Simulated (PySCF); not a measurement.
SMILES CCC[SiH2]N(C)C (C₅H₁₅NSi), GFN2-xTB optimised geometry.

```
22

Si     0.47    -1.40     0.00
C     -0.21    -2.22     1.57
C      0.27    -1.56     2.86
C     -0.29    -2.25     4.10
N      0.03     0.27     0.00
C     -1.28     0.74     0.38
C      0.69     1.19    -0.90
H      1.93    -1.40     0.00
H     -0.01    -2.18    -1.16
H      0.11    -3.26     1.57
H     -1.30    -2.24     1.56
H      1.36    -1.59     2.90
H     -0.03    -0.51     2.87
H      0.01    -3.30     4.12
H     -1.38    -2.22     4.10
H      0.06    -1.77     5.01
H     -1.74     0.03     1.07
H     -1.93     0.86    -0.49
H     -1.19     1.71     0.88
H      1.69     0.84    -1.11
H      0.15     1.29    -1.84
H      0.75     2.18    -0.43
```

Density from PySCF with PBE0/def2-SVP at that geometry.

Minimum of the electron density along straight lines between bonded atoms, close to the bond critical point (lines longer than 1.1 times the sum of covalent radii, or with two minima, are not listed):

| bond | length / Å | ρ at the minimum / e bohr⁻³ | ∇²ρ there / e bohr⁻⁵ | position (fraction from the first atom) |
|---|---|---|---|---|
| Si1–C2 | 1.899 | 0.113 | 0.32 | 0.38 |
| C2–C3 | 1.525 | 0.241 | -0.53 | 0.50 |
| C3–C4 | 1.525 | 0.244 | -0.55 | 0.50 |
| Si1–N5 | 1.721 | 0.124 | 0.74 | 0.40 |
| N5–C6 | 1.443 | 0.273 | -0.78 | 0.61 |
| N5–C7 | 1.441 | 0.274 | -0.78 | 0.61 |
| Si1–H8 | 1.467 | 0.117 | 0.33 | 0.49 |
| Si1–H9 | 1.478 | 0.115 | 0.31 | 0.49 |
| C2–H10 | 1.091 | 0.271 | -0.95 | 0.62 |
| C2–H11 | 1.092 | 0.270 | -0.94 | 0.62 |
| C3–H12 | 1.092 | 0.276 | -1.00 | 0.62 |
| C3–H13 | 1.092 | 0.277 | -1.01 | 0.62 |
| C4–H14 | 1.088 | 0.276 | -1.00 | 0.62 |
| C4–H15 | 1.089 | 0.275 | -1.00 | 0.62 |
| C4–H16 | 1.088 | 0.276 | -1.00 | 0.62 |
| C6–H17 | 1.086 | 0.282 | -1.06 | 0.63 |
| C6–H18 | 1.097 | 0.275 | -1.00 | 0.62 |
| C6–H19 | 1.095 | 0.276 | -1.02 | 0.63 |
| C7–H20 | 1.086 | 0.281 | -1.06 | 0.63 |
| C7–H21 | 1.097 | 0.275 | -1.00 | 0.62 |
| C7–H22 | 1.094 | 0.277 | -1.02 | 0.63 |
